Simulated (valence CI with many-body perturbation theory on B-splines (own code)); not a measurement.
## E1 transitions of Bi69+

Computed by configuration interaction combined with many-body perturbation theory (CI+MBPT): four valence electrons over a frozen Dirac-Fock core [Ne], radial functions for each j: 11 s, 11 p, 10 d, 8 f, 5 g, 2 h, with the one-electron correlation potential Σ1, the two-electron term Σ2, the three-electron term Σ3, Breit, model QED; selected CI, second order for the rest, scaled by the run's own slope (own B-spline code, finite nucleus).

No measured spectrum was set against this ion. As an estimate, large intervals hold to a few tenths of a per cent, small ones and those within an open d or f shell to about a per cent. Among the levels kept, up to 580 cm⁻¹ of a level comes from second order outside the variational space, and about a tenth of that is noise between levels of different J, which matters for small intervals.

Lines 101 to 150 of 547 in falling wavelength, among levels below 2668.5 eV, chosen from the strongest by gf and those to the six lowest levels. Wavelengths and rates use the calculated energies. Electric multipoles are in the length gauge, E1 and E2 with the static RPA response of the core. Weak lines are less certain than strong ones. Lines between different terms over intervals too small for the method are left out, as are lines whose strength nearly cancels. The highest levels of a list are the least certain.

Levels are named by their leading jj configuration (3d3/2^4 stands for four electrons in 3d with j = 3/2), which in mixed levels can hold well under half, so a name can repeat and another be missing. Letters in brackets count levels of one name in rising energy.

| λ vac (Å) | Upper | Lower | A (s⁻¹) | S (a.u.) with core polarisation | S without |
| --- | --- | --- | --- | --- | --- |
| 31.71 | (3s 3p1/2 3d5/2^2) J=3 [b] | (3s 3p1/2 3p3/2 3d5/2) J=2 [c] | 2.60e+11 | 2.87e-02 | 2.90e-02 |
| 31.66 | (3s 3p1/2 3d5/2^2) J=3 [b] | (3s 3p1/2 3p3/2 3d5/2) J=3 [d] | 1.49e+11 | 1.64e-02 | 1.66e-02 |
| 31.62 | (3p1/2^2 3d3/2 3d5/2) J=3 | (3s 3p1/2 3d3/2^2) J=2 [a] | 6.35e+10 | 6.93e-03 | 7.01e-03 |
| 31.62 | (3p1/2^2 3d5/2^2) J=2 | (3p1/2^2 3p3/2 3d5/2) J=1 | 1.43e+11 | 1.11e-02 | 1.12e-02 |
| 31.60 | (3p1/2^2 3d3/2 3d5/2) J=4 | (3s 3p1/2 3d3/2^2) J=3 | 5.09e+10 | 7.13e-03 | 7.21e-03 |
| 31.49 | (3p1/2^2 3d5/2^2) J=4 | (3p1/2^2 3p3/2 3d5/2) J=3 | 3.35e+11 | 4.65e-02 | 4.70e-02 |
| 31.47 | (3s^2 3d5/2^2) J=2 | (3s^2 3p3/2 3d5/2) J=1 | 2.80e+11 | 2.15e-02 | 2.18e-02 |
| 31.40 | (3s^2 3d5/2^2) J=4 | (3s^2 3p3/2 3d5/2) J=3 | 7.35e+11 | 1.01e-01 | 1.02e-01 |
| 31.37 | (3s 3p3/2^2 3d5/2) J=1 [a] | (3s 3p3/2^3) J=2 | 2.92e+11 | 1.34e-02 | 1.35e-02 |
| 31.33 | (3s 3p1/2 3d5/2^2) J=2 [b] | (3s 3p1/2 3p3/2 3d5/2) J=2 [c] | 1.01e+11 | 7.64e-03 | 7.72e-03 |
| 31.32 | (3s 3p3/2^2 3d5/2) J=3 [a] | (3s 3p3/2^3) J=2 | 1.24e+11 | 1.31e-02 | 1.33e-02 |
| 31.30 | (3s 3p1/2 3d5/2^2) J=1 [a] | (3s 3p1/2 3p3/2 3d5/2) J=0 | 1.67e+11 | 7.60e-03 | 7.68e-03 |
| 31.29 | (3s 3p1/2 3d5/2^2) J=2 [b] | (3s 3p1/2 3p3/2 3d5/2) J=3 [d] | 1.18e+11 | 8.92e-03 | 9.01e-03 |
| 31.24 | (3s^2 3p3/2^2) J=2 | (3s 3p1/2^2 3p3/2) J=1 | 1.97e+09 | 1.48e-04 | 1.49e-04 |
| 31.18 | (3s 3p1/2 3d5/2^2) J=2 [b] | (3s 3p1/2 3p3/2 3d5/2) J=1 [c] | 1.01e+11 | 7.55e-03 | 7.64e-03 |
| 31.18 | (3s 3p1/2 3d3/2 3d5/2) J=2 [d] | (3s 3p1/2 3p3/2 3d3/2) J=1 [d] | 2.27e+11 | 1.70e-02 | 1.72e-02 |
| 31.13 | (3s 3p1/2 3d3/2 3d5/2) J=4 [b] | (3s 3p1/2 3p3/2 3d3/2) J=3 [b] | 9.61e+10 | 1.29e-02 | 1.30e-02 |
| 31.12 | (3s 3p1/2 3d3/2 3d5/2) J=1 [b] | (3s 3p1/2 3p3/2 3d3/2) J=1 [c] | 3.25e+11 | 1.45e-02 | 1.47e-02 |
| 31.03 | (3s 3p1/2 3d5/2^2) J=1 [a] | (3s 3p1/2 3p3/2 3d5/2) J=1 [c] | 2.90e+11 | 1.28e-02 | 1.30e-02 |
| 31.00 | (3s 3p1/2 3d3/2 3d5/2) J=3 [d] | (3s 3p1/2 3p3/2 3d3/2) J=2 [d] | 3.35e+11 | 3.45e-02 | 3.49e-02 |
| 30.87 | (3s^2 3p3/2 3d5/2) J=2 | (3s^2 3p3/2^2) J=2 | 3.22e+11 | 2.34e-02 | 2.37e-02 |
| 30.84 | (3s 3p1/2^2 3d5/2) J=2 | (3s 3p1/2^2 3p3/2) J=1 | 3.21e+11 | 2.32e-02 | 2.35e-02 |
| 30.79 | (3s 3p1/2 3d3/2 3d5/2) J=3 [b] | (3s 3p1/2 3p3/2 3d3/2) J=2 [b] | 2.28e+11 | 2.30e-02 | 2.33e-02 |
| 30.79 | (3s 3p1/2 3d5/2^2) J=4 [a] | (3s 3p1/2 3p3/2 3d5/2) J=3 [a] | 4.97e+11 | 6.45e-02 | 6.52e-02 |
| 30.76 | (3s^2 3d3/2 3d5/2) J=3 | (3s^2 3p3/2 3d3/2) J=2 | 4.19e+11 | 4.21e-02 | 4.26e-02 |
| 30.69 | (3s 3p1/2 3d5/2^2) J=5 | (3s 3p1/2 3p3/2 3d5/2) J=4 [b] | 3.26e+11 | 5.11e-02 | 5.16e-02 |
| 30.65 | (3s 3p1/2 3d3/2 3d5/2) J=1 [c] | (3s 3p1/2 3p3/2 3d3/2) J=0 [b] | 1.84e+11 | 7.83e-03 | 7.92e-03 |
| 30.63 | (3s 3p1/2 3d5/2^2) J=2 [a] | (3s 3p1/2 3p3/2 3d5/2) J=1 [a] | 1.30e+11 | 9.20e-03 | 9.30e-03 |
| 30.57 | (3s^2 3p1/2 3d5/2) J=2 | (3s^2 3p1/2 3p3/2) J=2 | 7.36e+10 | 5.19e-03 | 5.25e-03 |
| 30.56 | (3s 3p1/2 3p3/2 3d5/2) J=0 | (3s 3p1/2 3p3/2^2) J=1 [b] | 5.94e+11 | 8.37e-03 | 8.47e-03 |
| 30.54 | (3s 3p1/2 3d5/2^2) J=4 [b] | (3s 3p1/2 3p3/2 3d5/2) J=4 [c] | 2.23e+11 | 2.83e-02 | 2.86e-02 |
| 30.50 | (3s^2 3d5/2^2) J=2 | (3s^2 3p3/2 3d5/2) J=3 | 1.52e+11 | 1.06e-02 | 1.07e-02 |
| 30.42 | (3s^2 3p1/2 3d5/2) J=3 | (3s^2 3p1/2 3p3/2) J=2 | 4.15e+11 | 4.03e-02 | 4.08e-02 |
| 30.42 | (3s 3p3/2^2 3d5/2) J=1 [b] | (3s 3p3/2^3) J=1 | 6.32e+11 | 2.63e-02 | 2.66e-02 |
| 30.40 | (3s 3p1/2 3p3/2 3d5/2) J=2 [a] | (3s 3p1/2 3p3/2^2) J=2 [a] | 3.24e+11 | 2.25e-02 | 2.27e-02 |
| 30.36 | (3p1/2^2 3d3/2 3d5/2) J=2 | (3p1/2^2 3p3/2 3d3/2) J=1 | 2.10e+11 | 1.45e-02 | 1.46e-02 |
| 30.35 | (3s 3p1/2 3d3/2 3d5/2) J=2 [a] | (3p1/2^2 3p3/2^2) J=2 | 1.79e+11 | 1.23e-02 | 1.25e-02 |
| 30.34 | (3s 3p1/2 3p3/2 3d5/2) J=3 [b] | (3s 3p1/2 3p3/2^2) J=3 | 3.45e+11 | 3.33e-02 | 3.36e-02 |
| 30.32 | (3s 3p1/2 3d3/2 3d5/2) J=1 [c] | (3s 3p1/2 3p3/2 3d3/2) J=1 [d] | 1.80e+11 | 7.43e-03 | 7.52e-03 |
| 30.18 | (3s 3p1/2 3d3/2 3d5/2) J=3 [c] | (3s 3p1/2 3p3/2 3d3/2) J=2 [c] | 3.93e+11 | 3.74e-02 | 3.78e-02 |
| 30.17 | (3s 3p1/2 3d5/2^2) J=1 [b] | (3s 3p1/2 3p3/2 3d5/2) J=2 [d] | 3.85e+11 | 1.57e-02 | 1.58e-02 |
| 30.17 | (3s 3p1/2 3d3/2 3d5/2) J=2 [b] | (3s 3p1/2 3p3/2 3d3/2) J=2 [b] | 2.69e+11 | 1.82e-02 | 1.84e-02 |
| 30.14 | (3s^2 3d3/2 3d5/2) J=3 | (3s^2 3p3/2 3d3/2) J=3 | 7.47e+10 | 7.06e-03 | 7.14e-03 |
| 30.11 | (3s 3p1/2 3d5/2^2) J=2 [b] | (3s 3p1/2 3p3/2 3d5/2) J=1 [b] | 1.33e+11 | 8.97e-03 | 9.07e-03 |
| 30.04 | (3p1/2^2 3p3/2 3d5/2) J=1 | (3p1/2^2 3p3/2^2) J=0 | 3.48e+11 | 1.40e-02 | 1.41e-02 |
| 30.04 | (3p1/2^2 3d5/2^2) J=2 | (3s 3p1/2 3d3/2 3d5/2) J=2 [a] | 1.21e+11 | 8.12e-03 | 8.20e-03 |
| 30.02 | (3s 3p1/2 3p3/2 3d5/2) J=4 [b] | (3s 3p1/2 3p3/2^2) J=3 | 3.31e+11 | 3.98e-02 | 4.03e-02 |
| 29.99 | (3s 3p1/2 3d5/2^2) J=3 [b] | (3s 3p1/2 3p3/2 3d5/2) J=3 [c] | 1.48e+11 | 1.38e-02 | 1.39e-02 |
| 29.94 | (3p1/2^2 3d3/2 3d5/2) J=4 | (3p1/2^2 3p3/2 3d3/2) J=3 | 3.43e+11 | 4.09e-02 | 4.14e-02 |
| 29.92 | (3s 3p1/2 3p3/2 3d5/2) J=2 [d] | (3s 3p1/2 3p3/2^2) J=1 [b] | 6.07e+11 | 4.01e-02 | 4.06e-02 |
